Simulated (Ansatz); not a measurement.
Stepwise reaction of `C#[C][GeH2][C]#C` with hydrogen chloride, as a gas-phase model of exchange steps in deposition or etching. ΔE in kJ/mol; ΔG adds harmonic PBE0-D4 terms to CCSD(T)/CBS, at 1 bar.

Program: Ansatz. Geometries: PBE0-D4/def2-TZVP. ΔE: electronic, gas phase. CCSD(T)/CBS adds triple-zeta CCSD(T) − MP2 to the extrapolated MP2 energy (def2 sets, frozen cores). This one scheme is used for every species. Functionals use def2-TZVPP. B3LYP here is the variant with VWN-RPA as its local correlation; programs differ in this. For Ge outer-core shells are correlated without core-valence functions, which leaves a few kJ/mol of doubt a bond. Scalar relativity is left out up to krypton.

```
step                                              reaction  PBE-D4  B3LYP-D4  ωB97M-V  CCSD(T)/CBS  ΔG(400 K)
   1  `C#[C][GeH2][C]#C` + HCl → `C#[C][GeH2][Cl]` + `C#C`   -55.6     -58.8    -57.9        -52.6      -48.0
```

Question: Give the row of step 2, `C#[C][GeH2][Cl]` + HCl → `[Cl][GeH2][Cl]` + `C#C`. (Best estimate.)

Answer: Computed: 
```json
{"step": "2", "reaction": "`C#[C][GeH2][Cl]` + HCl → `[Cl][GeH2][Cl]` + `C#C`", "PBE-D4": "-57.3", "B3LYP-D4": "-59.6", "ωB97M-V": "-59.1", "CCSD(T)/CBS": "-53.6", "ΔG(400 K)": "-44.3"}
```

Question: By hand: ΔE of the 2 steps together at CCSD(T)/CBS.

Answer: (-52.6) + (-53.6) = -106.2 kJ/mol, or -53.1 kJ/mol a step.

In ΔE the steps differ by no more than 1.0 kJ/mol. All are downhill at CCSD(T)/CBS. ΔG lies between -48.0 and -44.3 kJ/mol a step. PBE-D4 differs from CCSD(T)/CBS by -3.7 to -3.0 kJ/mol a step. Isolated molecules leave out the surface, adducts and barriers. Largest T1 diagnostic: 0.013.
